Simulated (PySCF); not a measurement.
# Os (osmium, neutral) across methods

[Xe] 4f14 5d6 6s1 7s1, high-spin 7D determinant (an excited configuration). Computed with PySCF 2.14 in aug-cc-pVDZ-PP with ECP60MDF (5s5p4d2f, 54 functions), with a scalar-relativistic core potential.

| method | E (hartree) | mean ε 6s α (eV) | mean ε 5d β (eV) | mean ε 7s α (eV) | Σ⟨r²⟩ (bohr²) | ⟨S²⟩ |
| --- | --- | --- | --- | --- | --- | --- |
| LC-wPBE | -90.5909 | -13.158 | -12.948 | -2.647 | 112.7 | 12.002 |
| M06-L | -90.6020 | -9.650 | -8.982 | -1.455 | 114.8 | 12.001 |
| r2SCANh | -90.6046 | -10.788 | -9.402 | -1.697 | 112.4 | 12.002 |
| PBE | -90.6076 | -10.170 | -8.826 | -1.650 | 112.3 | 12.001 |
| LDA | -90.3915 | -10.456 | -8.908 | -1.640 | 112.0 | 12.001 |
| MN15 | -90.4238 | -11.914 | -11.232 | -1.438 | 110.4 | 12.002 |
| UHF | -89.91280 | -12.747 | -13.147 | -2.367 | 113.9 | 12.004 |
| PBE0 | -90.5735 | -10.965 | -10.171 | -1.894 | 112.6 | 12.001 |
| r2SCAN | -90.6236 | -10.476 | -8.861 | -1.608 | 112.3 | 12.002 |

Energies and moments cover only the electrons outside the core potential. Spin-orbit coupling, absent here, splits the open shell strongly. The outer electron is Rydberg-like, and this basis confines it to a smaller radius and binds it less than a complete one would.
